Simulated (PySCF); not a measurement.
CH3NTe.
Numbering: `[NH2:1][CH:2]=[Te:3]` (hydrogens: H4, H5 on N1; H6 on C2)

Method: PBE0-D3(BJ)/def2-SVP geometry optimisation, gas phase, def2 core potentials past Kr (PySCF); density fitting, grid level 1; the optimiser is geomeTRIC in internal coordinates, started from a GFN2-xTB structure with every atom displaced at random (about 0.01 Å).

Step 0: E = -9863.8952 eV
```
atom  x, y, z in Å  |  force x, y, z in eV/Å
N1     -0.7454   -0.0530   -0.0733   -0.334   1.263   0.237
C2      0.5431    0.2106    0.0640   -0.282  -0.174  -0.084
Te3     1.9651   -1.1519   -0.0841    0.765  -0.469  -0.038
H4     -1.4329    0.6859    0.0393   -0.051  -0.131  -0.048
H5     -1.0681   -0.9797   -0.2532   -0.182  -0.802  -0.146
H6      0.7624    1.2581    0.2627    0.084   0.312   0.079
```

**Question.** Estimate the geometry and energy of step 1. (The exact step hangs on the optimiser's Hessian estimate; all steps are aligned on step 0, rigid shifts and turns removed.)

**Answer.** E = -9863.9297 eV, largest force 0.226 eV/Å
```
atom  x, y, z in Å  |  force x, y, z in eV/Å
N1     -0.7653   -0.0410   -0.0411   -0.029  -0.191  -0.118
C2      0.5367    0.1925    0.0634    0.000   0.130   0.076
Te3     2.0211   -1.1478   -0.0946   -0.001  -0.032  -0.014
H4     -1.4511    0.7031    0.0072   -0.006   0.008   0.038
H5     -1.0910   -0.9832   -0.2506    0.037   0.129   0.046
H6      0.7738    1.2463    0.2709   -0.001  -0.045  -0.028
```

The energy changes by -0.0346 eV. The first-order estimate −F·Δx gives -0.0805 eV and the mean of the old and new forces, exact on a quadratic surface, -0.0354 eV. The step makes an angle of 61° with the force vector and moves no atom by more than 0.057 Å.

What follows is the cost of the whole optimisation. Time: 16 s wall; peak memory 0.31 GiB. Hardware: an Intel Xeon Platinum 8259CL at 2.50 GHz with one thread, shared host with 96 logical CPUs at a one-minute load of 64.
